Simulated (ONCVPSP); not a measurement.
**Plane-wave convergence, ONCV potential for W (Z = 74)**

ONCVPSP 4.0.1 input, shortened (lines: element, Z, core and valence counts, functional; n l f; lmax; l rc ep ncon nbas qcut; lloc lpopt rc5 dvloc0; l nproj debl; icmod fcfact rcfact), PBE, fully relativistic:

```
  W 74.00   10    3        4      upf
    1    0    2.00
    2    0    2.00
    2    1    6.00
    3    0    2.00
    3    1    6.00
    3    2   10.00
    4    0    2.00
    4    1    6.00
    4    2   10.00
    4    3   14.00
    5    0    2.00
    5    1    6.00
    5    2    3.00
    2
    0    1.15    0.00    4    9    5.50
    1    1.35    0.00    5    8    5.40
    2    2.10    0.00    4    8    8.40
    4    5    0.85    3.00
    0    2    0.50
    1    2    3.60
    2    2    2.20
    3    4.50    1.60
```

Open shells are filled in proportion to 2j + 1.

In the s channel the program set the typed energies aside and used -3.960, 0.250 Ha.

Task: For each optimised wave give the share of its norm inside rc, the residual kinetic energy above qcut (Ha) and the cutoffs (Ha) for errors of 10, 1, 0.1 and 0.01 mHa per electron.

Result:

```tsv
wave	norm inside rc	residual KE	10 mHa	1 mHa	0.1 mHa	0.01 mHa
5s	0.634	4.2e-02	54.1	167.6	193.8	290.2
s projector 2	0.017	6.4e-03	13.4	32.7	94.3	188.9
5p j=3/2	0.624	3.5e-02	38.2	91.8	108.2	119.3
p projector 2 j=3/2	0.026	6.3e-03	8.8	27.4	79.6	135.0
5p j=1/2	0.715	3.2e-02	41.9	94.7	110.4	122.0
p projector 2 j=1/2	0.025	5.2e-03	9.3	26.5	79.9	101.6
5d j=5/2	0.730	5.0e-09	11.6	15.8	19.8	23.4
d projector 2 j=5/2	0.079	3.8e-09	11.0	15.0	18.4	21.2
5d j=3/2	0.752	5.1e-09	12.3	16.7	20.8	24.5
d projector 2 j=3/2	0.083	3.1e-09	11.6	15.7	19.3	22.6
```

The occupied waves need 168 Ha and 194 Ha for 1 and 0.1 mHa. Note: ghosts flagged at negative energy: s at -87.2 eV; GHOST(+) flagged for p3/2 at 182.5 eV, p1/2 at 259.0 eV. A true bound ghost makes a file unfit for plane-wave use.
